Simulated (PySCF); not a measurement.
Excitations are Tamm–Dancoff values on a coarser integration grid. The basis has no diffuse functions, so Rydberg states are missing or too high.

Cartesian coordinates (Å):
```xyz
11

C      2.0326    -0.2255    -0.0363
C      0.7608    -0.1784    -0.4188
C     -0.3338     0.1650     0.5368
C     -1.7315     0.1748    -0.0343
O     -0.1141     0.4205     1.7015
H      2.2972    -0.0114     0.9921
H      2.8281    -0.4742    -0.7261
H      0.4786    -0.3904    -1.4443
H     -1.7944     0.8918    -0.8574
H     -2.4512     0.4348     0.7378
H     -1.9723    -0.8071    -0.4511
```
Charge 0, multiplicity 1.

Give the dipole moment, brightest of the four lowest singlets (TDA), S1–T1 gap (TDA), HOMO–LUMO gap and total energy at the level TPSSh-D3(BJ)/def2-TZVP // B3LYP-D3(BJ)/def2-TZVP in PySCF.


- dipole moment: 2.75 D
- brightest of the four lowest singlets (TDA): 6.34 eV
- S1–T1 gap (TDA): 0.49 eV
- HOMO–LUMO gap: 4.31 eV
- total energy: -231.3437 Ha
